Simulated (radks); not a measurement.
Results of a calculation; reference values are marked as such.
Coulomb parameter of the 4f shell of the holmium ion Ho3+ in the model configuration [Xe] 4f9 6s1, as a second difference U = [E(n + 0.25) + E(n - 0.25) - 2 E(n)] / (0.25)^2 with all orbitals relaxed. "Bare": the charge of the atom changes with n. "Screened": the 6s shell takes up the change at fixed total charge, which measures U(4f,4f) + U(6s,6s) - 2 U(4f,6s). Level of theory: Dirac Kohn-Sham, PBEsol, spin-unpolarised, spherical densities, finite nucleus; open shells are shared between the two j in proportion to 2j + 1; Fermi nuclear charge, rms radius 5.2022 fm (a radial shooting solver on a logarithmic mesh with Libxc functionals).

| case | configuration | E - E(n) (eV) |
|---|---|---|
| start | [Xe] 4f9 6s1 | 0.000 |
| bare +0.25 | [Xe] 4f9.25 6s1 | -10.785 |
| bare -0.25 | [Xe] 4f8.75 6s1 | 12.082 |
| screened +0.25 | [Xe] 4f9.25 6s0.75 | -4.710 |
| screened -0.25 | [Xe] 4f8.75 6s1.25 | 5.253 |

U(bare) = 20.765 eV, U(screened by 6s) = 8.698 eV.
